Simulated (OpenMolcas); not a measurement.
# 4d⁴ along the 40-electron sequence

```yaml
Program: OpenMolcas 26.06
Method: MS-CASPT2, IPEA 0.25 Eh, imaginary shift 0.1 Eh
Basis: ANO-RCC-VTZP
Scalar_Hamiltonian: DKH2, point nucleus
Spin-orbit_coupling: RASSI with atomic mean-field integrals over the reference wave functions, term energies averaged over their components
```

Active space for each ion: 4 electrons in 5 orbitals (4d); closed shells correlated by CASPT2: 4s 4p.

Computed levels in cm-1 above ⁵D₀:

| Level | Nb+ | Mo2+ | Tc3+ | Ru4+ | Rh5+ | Pd6+ | Ag7+ |
| --- | --- | --- | --- | --- | --- | --- | --- |
| ⁵D₁ | 153 | 235 | 346 | 489 | 684 | 979 | 1255 |
| ⁵D₂ | 430 | 653 | 944 | 1306 | 1777 | 2450 | 3070 |
| ⁵D₃ | 795 | 1201 | 1710 | 2320 | 3090 | 4150 | 5100 |
| ⁵D₄ | 1225 | 1843 | 2590 | 3470 | 4540 | 5960 | 7230 |
| ³P₀(1) | 8480 | 12190 | 14660 | 16730 | 18450 | 20000 | 21830 |
| ³P₁(1) | 9250 | 13420 | 16430 | 19150 | 21640 | 24170 | 26870 |
| ³P₂(1) | 10490 | 15270 | 18950 | 22400 | 25690 | 29130 | 32660 |
| ³H₄ | 10670 | 13690 | 15990 | 18170 | 20140 | 22070 | 24330 |
| ³H₅ | 11010 | 14240 | 16810 | 19340 | 21770 | 24330 | 27160 |
| weight of ⁵D in the lowest level (%) | 98 | 98 | 98 | 97 | 96 | 94 | 92 |

Mixed levels, with the weight of the term that names them: Pd6+ ³H₄ (71 %), Ag7+ ³H₄ (69 %).

Measured, with the error of the calculation in %. Measured levels: Nb+ from NIST Handbook of Basic Atomic Spectroscopic Data; Mo2+ from Sugar and Musgrove, J. Phys. Chem. Ref. Data 17, 155 (1988); Ag7+ from Atoms 5, 11 (2017), spectra Ag VII to Ag IX.

```
 Level           Nb+          Mo2+          Ag7+
   ⁵D₁    159 (-3.5)    242 (-3.0)   1340 (-6.4)
   ⁵D₂    438 (-2.0)    668 (-2.3)   3212 (-4.6)
   ⁵D₃    801 (-0.8)   1224 (-1.9)   5292 (-3.7)
   ⁵D₄      1225 (0)   1872 (-1.6)   7443 (-2.9)
³P₀(1)  5562 (+52.5)  11149 (+9.3)  21309 (+2.4)
³P₁(1)  6192 (+49.4)  12510 (+7.2)  26526 (+1.3)
³P₂(1)  7261 (+44.5)  14358 (+6.3)  32134 (+1.6)
   ³H₄                12680 (+7.9)  23302 (+4.4)
   ³H₅                13276 (+7.2)  26250 (+3.5)
```

The fine-structure level ⁵D₄ changes by a factor of 5.9 from Nb+ to Ag7+. Its fourth root runs 5.92, 6.55, 7.13, 7.68, 8.21, 8.79, 9.22, with steps per unit of Z of 0.64, 0.58, 0.54, 0.53, 0.58, 0.43; equal steps would mean a (Z - σ)^4 law with constant σ.

³P₀(1) changes by a factor of 2.57 over the same range, with steps per unit of Z of +3710, +2470, +2070, +1720, +1550, +1830 cm-1.

CASPT2 breaks the degeneracy within a term, and the mean is taken; among the terms shown or strongly mixed into the levels shown the widest spread is 660 cm-1 (4d⁴ ³H, Nb+). Some high roots are left out of the spin-orbit mixing, which shifts the levels that they would mix with (holds for Nb+). Configurations with an s electron lie low at this charge and mix in, so terms can be misplaced (holds for Nb+). Some terms miss by over 15 % even with CASPT2, which points to a basis or an active space too small for the shells correlated (holds for Nb+). Levels of configurations with an s electron are missing; early in the row they begin among the upper levels of the d shell and mix with terms of their name (holds for Mo2+). The CASPT2 spread within a term exceeds the gap to the next term for 4d⁴ ³P(1) and 4d⁴ ³H, so the order of their levels is uncertain (holds for Mo2+). Measured partners are found by configuration, term and J. A level has none where our copy of the source lacks it or the pairing is in doubt (some pairs that miss far off the trend of their configuration count as doubtful), and it then counts in no deviation. Levels of configurations outside the active space are missing.

A number in round brackets counts repeated terms of one configuration in the order of the reference energies.
